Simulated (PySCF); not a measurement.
## The Se–O bond energy of SeO₃

These are results of B3LYP/[Se def2-TZVP, O def2-TZVP], no relativity, density fitting, PySCF, not measurements.

Each entry is the lowest minimum that a search over a few typed start shapes (and spin states, where more than one is plausible) found, or that minimum re-optimised at the stated level; isomers with ligand–ligand bonds, or fragments after loss of a ligand pair, can lie lower.

Total energies (Eh), which compare only within these settings: O atom -75.09629.

| species | 2S+1 | group | E (Eh) | ZPE (kJ/mol) |
| --- | --- | --- | --- | --- |
| SeO₂ | 1 | C2v | -2552.03598 | 14.1 |
| SeO₃ | 1 | D3h | -2627.21318 | 23.4 |

(1) What are De and D0 for SeO₃ → SeO₂ + O?

## Answers

(1) De = [(-2552.03598) + (-75.09629) − (-2627.21318)] × 2625.5 = 212 kJ/mol. The zero-point energy changes by -9.4 kJ/mol, so D0 = 203 kJ/mol.

Atoms and open shells are unrestricted, without spin–orbit or basis-set superposition corrections.
